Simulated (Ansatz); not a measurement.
Molecule: C3H11NSi, net charge 0, singlet state. SMILES: [Si](C)(C)(N)C
Geometry from a B3LYP-D3(BJ)/def2-TZVP (Ansatz, an electronic-structure program) optimisation:
```
Si
N 1 1.7335
H 2 1.0084 1 120.20
H 2 1.0084 3 110.35 1 146.78
C 1 1.8740 2 107.07 3 -48.35
H 5 1.0916 1 111.07 2 -60.03
H 5 1.0925 6 108.17 1 122.09
H 5 1.0933 6 107.85 7 115.79
C 1 1.8740 2 107.07 3 -168.11
H 9 1.0916 1 111.07 2 60.03
H 9 1.0925 10 108.17 1 -122.09
H 9 1.0933 10 107.85 11 -115.79
C 1 1.8816 2 113.91 3 71.77
H 13 1.0929 1 111.16 2 -59.91
H 13 1.0929 14 107.59 1 -121.92
H 13 1.0934 14 107.68 15 -115.82
```
Charge 0, spin multiplicity 1.

CCSD(T) with Ansatz in growing basis sets, 32 correlated electrons. Correlated levels leave the core frozen unless marked. Open shells are spin-unrestricted. Spin-orbit coupling is left out. Non-relativistic. Costs are ratios of core time to the smallest set, on shared machines of one kind, and rough; they hold the program's checks for lower states.

```json
[
 {"basis": "cc-pV(D+d)Z", "functions": "134", "cost over smallest": "1×", "E(corr) (Eh)": "-0.8053", "electronic atomisation energy (kcal/mol)": "1320.2"},
 {"basis": "cc-pV(T+d)Z", "functions": "313", "cost over smallest": "20×", "E(corr) (Eh)": "?", "electronic atomisation energy (kcal/mol)": "?"}
]
```

Q: What does the step to cc-pV(T+d)Z buy, and how does its cost grow by formal scaling?

A: Formally CCSD grows as o²v⁴ and (T) as o³v⁴; with o = 16 and v going from 109 to 288 both grow 49-fold in the last step, while integrals and the mean field grow more slowly. That step adds 171.0 mEh of correlation energy and 78.9 kcal/mol to the atomisation energy. Row: E(corr) (Eh) -0.9762, electronic atomisation energy (kcal/mol) 1399.2.
